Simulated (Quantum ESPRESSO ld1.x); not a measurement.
Ga10+, 21 electrons, occupied as [Ar] 3d3. Calculated with ld1.x of Quantum ESPRESSO 7.5: Dirac Kohn-Sham, PW91, spin-unpolarised, spherical densities, point nucleus; open shells fill j = l - 1/2 first. Some entries of the table are withheld. Estimate them.

orbital,occ.,eigenvalue (hartree),<r^2> (bohr^2),r(max) (bohr)
1s1/2,2,-385.941,0.003179,0.032
2s1/2,2,-56.6061,0.05567,0.183
2p1/2,2,-51.2900,0.04337,0.145
2p3/2,4,-50.2729,0.04486,0.147
3s1/2,2,-14.4230,0.4157,0.543
3p1/2,2,-12.6659,(1),(2)
3p3/2,4,-12.4978,(3),(4)
3d3/2,3,-9.58691,(5),0.470
3d5/2,0,-9.55828,(6),0.470

Answer. 
(1) 3p1/2 <r^2> (bohr^2): 0.4205
(2) 3p1/2 r(max) (bohr): 0.535
(3) 3p3/2 <r^2> (bohr^2): 0.4304
(4) 3p3/2 r(max) (bohr): 0.539
(5) 3d3/2 <r^2> (bohr^2): 0.4082
(6) 3d5/2 <r^2> (bohr^2): 0.4110
